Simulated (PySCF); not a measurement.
Computed magnetic data of one metal complex (SC-NEVPT2 in the d shell, PySCF, with spin-orbit coupling):

| T / K | χT / cm³ K mol⁻¹ | μeff / μB |
| --- | --- | --- |
| 2 | 4.386 | 5.92 |
| 5 | 4.386 | 5.92 |
| 10 | 4.386 | 5.92 |
| 20 | 4.386 | 5.92 |
| 30 | 4.386 | 5.92 |
| 50 | 4.386 | 5.92 |
| 75 | 4.386 | 5.92 |
| 100 | 4.386 | 5.92 |
| 150 | 4.386 | 5.92 |
| 200 | 4.386 | 5.92 |
| 250 | 4.386 | 5.92 |
| 300 | 4.386 | 5.92 |

Powder magnetisation at 2 K: 1.84 μB at 0.5 T, 3.13 μB at 1 T, 4.30 μB at 2 T, 4.70 μB at 3 T, 4.93 μB at 5 T, 4.99 μB at 7 T.

Task: Which of these complexes, all computed at model or optimised geometries, gave the data?
A. [FeI4]- (d5, tetrahedral)
B. [MnF5]3- (d5, trigonal bipyramidal)
C. FeI3 (d5, trigonal planar)
D. [Mn(NH3)6]2+ (d5, octahedral)

Result: A. [FeI4]- (d5, tetrahedral) has NEVPT2: 2S+1 = 6, 5.92 μB at 300 K, 5.92 μB at 10 K, 4.99 μB at 7 T. The others: [Mn(NH3)6]2+ (d5, octahedral) has NEVPT2: 2S+1 = 6, 5.92 μB at 300 K, 5.92 μB at 10 K, 4.99 μB at 7 T; FeI3 (d5, trigonal planar) has NEVPT2: 2S+1 = 6, 5.92 μB at 300 K, 5.85 μB at 10 K, 4.46 μB at 7 T; [MnF5]3- (d5, trigonal bipyramidal) has NEVPT2: 2S+1 = 6, 5.92 μB at 300 K, 5.92 μB at 10 K, 4.99 μB at 7 T.
